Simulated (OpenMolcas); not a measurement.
Computed levels of 3d⁴ in ions with 22 electrons, in cm-1 above ⁵D₀.

```json
{
 "Program": "OpenMolcas 26.06",
 "Method": "CASSCF",
 "Basis": "ANO-RCC-VTZP",
 "Scalar Hamiltonian": "DKH2, point nucleus",
 "Spin-orbit coupling": "state interaction with AMFI integrals over the reference wave functions, term energies averaged over their components"
}
```

Active space for each ion: 4 electrons in 5 orbitals (3d).

```
 Level   Cr2+   Mn3+   Co5+   Ni6+   Cu7+
   ⁵D₁   64.9    101    218    288    387
   ⁵D₂    193    299    636    837   1115
   ⁵D₃    380    586   1232   1608   2123
   ⁵D₄    621    954   1977   2564   3357
   ³H₄  20208  23723  30836  33664  36786
   ³H₅  20343  23937  31307  34296  37646
   ³H₆  20498  24176  31813  34956  38517
³P₀(1)  21950  25584  32654  35329  38179
³P₁(1)  22340  26191  33951  37033  40442
```

**Question.** Estimate ⁵D₄, ³H₄, ³H₅ for Fe4+ from its neighbours Mn3+ and Co5+.

**Answer.** ⁵D₄ is fine structure, which grows about as the fourth power of a screened charge, so the fourth roots are averaged: ((954^0.25 + 1977^0.25) / 2)^4 = 1396. The calculation gives 1406, so the estimate is off by -0.7 %; the measured value is 1283 (Corliss and Sugar, J. Phys. Chem. Ref. Data 11, 135 (1982)).
³H₄ is another term, which grows about linearly with the charge: (23723 + 30836) / 2 = 27280. The calculation gives 27194, so the estimate is off by +0.3 %; the measured value is 24932 (Corliss and Sugar, J. Phys. Chem. Ref. Data 11, 135 (1982)).
³H₅ is another term, which grows about linearly with the charge: (23937 + 31307) / 2 = 27622. The calculation gives 27519, so the estimate is off by +0.4 %; the measured value is 25226 (Corliss and Sugar, J. Phys. Chem. Ref. Data 11, 135 (1982)).

Without dynamic correlation excited terms often stand tens of per cent too high (terms of higher spin than the ground term too low), and those without a measured partner can miss by more than the paired ones. Terms from blocks run as CI alone lack orbitals of their own. Measured partners are found by configuration, term and J. A level has none where our copy of the source lacks it or the pairing is in doubt (some pairs that miss far off the trend of their configuration count as doubtful), and it then counts in no deviation. Only configurations of the active space appear.

A number in round brackets counts repeated terms of one configuration in the order of the reference energies.
